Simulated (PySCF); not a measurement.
Below is a simulated gas-phase C 1s photoelectron spectrum of `C=C1C=CO[SiH2]1`.

Every computed line was given a Gaussian of 0.8 eV full width at half maximum and an area set by the number of equivalent atoms; the highest printed point is 100. The calculation used delta-SCF UKS SCAN, pcX-2 on the ionised atom, pcseg-1 elsewhere, spin-free X2C in PySCF 2.14.0.

binding energy (eV), intensity and a bar:
```
    288.5          0 
    288.6          0 
    288.7          1 
    288.8          2 #
    288.9          5 #
    289.0          8 ##
    289.1         14 ####
    289.2         22 ######
    289.3         32 #########
    289.4         43 #############
    289.5         56 #################
    289.6         69 #####################
    289.7         81 ########################
    289.8         91 ###########################
    289.9         98 #############################
    290.0        100 ##############################
    290.1         97 #############################
    290.2         88 ##########################
    290.3         75 ######################
    290.4         59 ##################
    290.5         43 #############
    290.6         30 #########
    290.7         19 ######
    290.8         12 ####
    290.9          9 ###
    291.0          9 ###
    291.1         11 ###
    291.2         16 #####
    291.3         23 #######
    291.4         30 #########
    291.5         36 ###########
    291.6         40 ############
    291.7         41 ############
    291.8         38 ###########
    291.9         33 ##########
    292.0         25 ########
    292.1         18 #####
    292.2         12 ####
    292.3          7 ##
    292.4          4 #
    292.5          2 #
    292.6          1 
    292.7          0 
    292.8          0
```

Problem. How many maxima does the curve show, and how many computed lines lie under it?

Solution. The curve has 2 maxima (at 290.0 and 291.7 eV). Under it lie 4 lines from 4 inequivalent carbon sites. At this width some lines have no maximum of their own.

Problem. Decompose the envelope and assign each component. Numbering: `[CH2:1]=[C:2]1[CH:3]=[CH:4][O:5][SiH2:6]1`.

Solution. 
| position (eV) | relative area | line | atoms | environment |
| --- | --- | --- | --- | --- |
| 289.62 | 1 | C 1s | C1 | terminal =CH2 carbon |
| 290.06 | 1 | C 1s | C3 | alkene CH carbon |
| 290.15 | 1 | C 1s | C2 | fully substituted alkene carbon |
| 291.67 | 1 | C 1s | C4 | vinylic carbon bearing oxygen |

Problem. What are the centre and the root-mean-square width of the whole band?

Solution. The area-weighted mean of the lines is 290.37 eV. Their own spread about it is 0.77 eV (rms) and each Gaussian has σ = 0.8/2.355 = 0.34 eV; the variances add, which gives 0.84 eV.

Lowest listed C 1s: C1, bonded to C (double bond) and 2 H. Highest, 2.05 eV above it: C4, bonded to O, C (double bond) and H. Summing the Pauling electronegativity differences to the bonded atoms, each weighted by its formal bond order, gives -0.70 for the lowest site and +0.54 for the highest; no listed site has a larger sum than the highest.

Shake-up satellites, vibrational structure and lifetime widths aren't simulated. The unrestricted hole states depart most from a pure doublet (⟨S²⟩ = 0.75; over 0.85 named) for C 1s of C2 (0.89) and C 1s of C4 (0.87), which makes these values less certain. Isolated species at its GFN2-xTB geometry, gas phase.

Time: 44 s; peak memory 0.63 GiB. Hardware: AMD EPYC 9R45, one thread, no GPU (shared host).
